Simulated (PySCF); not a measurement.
C5H6BF, SMILES C#CC(=C)B(C)F.

Geometry optimised at PBE0-D3(BJ)/def2-SVP. This is a generated structure with no PubChem entry under its InChIKey; it may be hypothetical. Other conformers were not sampled.

Two levels are set side by side: TDDFT-PBE/def2-SVPD (PySCF) and TDDFT-ωB97X/def2-SVPD (PySCF). Vertical, same geometry. The lowest singlet is HOMO−1→LUMO 100 % with PBE and HOMO−1→LUMO 88 % with the other functional; states are paired by order. Differences are taken from unrounded values.

```json
[
 {"quantity": "lowest singlet excitation (eV)", "TDDFT-ωB97X": "5.10", "TDDFT-PBE": "3.90", "TDDFT-PBE minus TDDFT-ωB97X": "-1.21"},
 {"quantity": "lowest triplet excitation (TDA) (eV)", "TDDFT-ωB97X": "3.26", "TDDFT-PBE": "2.94", "TDDFT-PBE minus TDDFT-ωB97X": "-0.32"},
 {"quantity": "first bright state (f over 0.05) (eV)", "TDDFT-ωB97X": "5.38", "TDDFT-PBE": "4.33", "TDDFT-PBE minus TDDFT-ωB97X": "-1.05"},
 {"quantity": "its oscillator strength", "TDDFT-ωB97X": "0.20", "TDDFT-PBE": "0.08", "TDDFT-PBE minus TDDFT-ωB97X": "-0.12"}
]
```

Functionals without exact exchange tend to place singlet excitations lower, as here. Differences between two approximate levels are no errors against the true value.

Rough cost on one machine, each run with all the roots and properties that it gave: TDDFT-ωB97X against TDDFT-PBE about 10 times.
